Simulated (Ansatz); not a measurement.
Ga₅F. Charge 0, multiplicity 1. Geometry PBE-D4/def2-SVP.

```xyz
6

Ga    0.1849   -0.2026    2.5589
Ga    0.6166    0.9585   -0.0844
Ga   -0.8012   -1.3335    0.6529
Ga   -0.4301   -0.3158   -1.8056
Ga    1.5024    1.9000    1.9878
F    -1.0728   -1.0066   -3.3096
```

HSE06 is defined as in plane-wave codes, on full-range PBE exchange. The restricted singlet is unstable towards broken spin symmetry in Hartree–Fock (as tested in another run); at HF/STO-3G this wasn't settled. The restricted singlet is unstable towards broken spin symmetry at other levels; at PBE-D4/def2-SVP, PBE-D4/def2-TZVP, PBE0-D4/def2-TZVP, HSE06-D4/def2-TZVP this wasn't settled. Another isomer (singlet) lies 0.19 eV lower at PBE0-D4/def2-TZVP; other spin states weren't run for this one.

Q: Estimate the orbital energies around the gap (eV) in Ansatz with HF/STO-3G, PBE-D4/def2-SVP, PBE-D4/def2-TZVP, PBE0-D4/def2-TZVP, HSE06-D4/def2-TZVP.

A: 
```json
{"orbital": "HOMO−5", "HF/STO-3G": "-7.20", "PBE-D4/def2-SVP": "-8.87", "PBE-D4/def2-TZVP": "-9.02", "PBE0-D4/def2-TZVP": "-11.00", "HSE06-D4/def2-TZVP": "-10.59"}
{"orbital": "HOMO−4", "HF/STO-3G": "-6.52", "PBE-D4/def2-SVP": "-8.87", "PBE-D4/def2-TZVP": "-9.00", "PBE0-D4/def2-TZVP": "-10.56", "HSE06-D4/def2-TZVP": "-10.14"}
{"orbital": "HOMO−3", "HF/STO-3G": "-6.07", "PBE-D4/def2-SVP": "-6.98", "PBE-D4/def2-TZVP": "-6.98", "PBE0-D4/def2-TZVP": "-7.68", "HSE06-D4/def2-TZVP": "-7.31"}
{"orbital": "HOMO−2", "HF/STO-3G": "-5.78", "PBE-D4/def2-SVP": "-6.47", "PBE-D4/def2-TZVP": "-6.46", "PBE0-D4/def2-TZVP": "-7.18", "HSE06-D4/def2-TZVP": "-6.82"}
{"orbital": "HOMO−1", "HF/STO-3G": "-4.81", "PBE-D4/def2-SVP": "-4.93", "PBE-D4/def2-TZVP": "-4.94", "PBE0-D4/def2-TZVP": "-5.52", "HSE06-D4/def2-TZVP": "-5.17"}
{"orbital": "HOMO", "HF/STO-3G": "-4.16", "PBE-D4/def2-SVP": "-4.85", "PBE-D4/def2-TZVP": "-4.84", "PBE0-D4/def2-TZVP": "-5.51", "HSE06-D4/def2-TZVP": "-5.16"}
{"orbital": "LUMO", "HF/STO-3G": "2.01", "PBE-D4/def2-SVP": "-3.84", "PBE-D4/def2-TZVP": "-3.83", "PBE0-D4/def2-TZVP": "-3.29", "HSE06-D4/def2-TZVP": "-3.63"}
{"orbital": "LUMO+1", "HF/STO-3G": "3.14", "PBE-D4/def2-SVP": "-3.23", "PBE-D4/def2-TZVP": "-3.24", "PBE0-D4/def2-TZVP": "-2.70", "HSE06-D4/def2-TZVP": "-3.04"}
{"orbital": "LUMO+2", "HF/STO-3G": "3.51", "PBE-D4/def2-SVP": "-2.79", "PBE-D4/def2-TZVP": "-2.79", "PBE0-D4/def2-TZVP": "-2.26", "HSE06-D4/def2-TZVP": "-2.60"}
{"orbital": "LUMO+3", "HF/STO-3G": "3.92", "PBE-D4/def2-SVP": "-2.68", "PBE-D4/def2-TZVP": "-2.69", "PBE0-D4/def2-TZVP": "-2.09", "HSE06-D4/def2-TZVP": "-2.45"}
{"orbital": "LUMO+4", "HF/STO-3G": "6.14", "PBE-D4/def2-SVP": "-2.59", "PBE-D4/def2-TZVP": "-2.60", "PBE0-D4/def2-TZVP": "-1.90", "HSE06-D4/def2-TZVP": "-2.25"}
{"orbital": "LUMO+5", "HF/STO-3G": "6.71", "PBE-D4/def2-SVP": "-0.71", "PBE-D4/def2-TZVP": "-0.73", "PBE0-D4/def2-TZVP": "0.03", "HSE06-D4/def2-TZVP": "-0.34"}
```
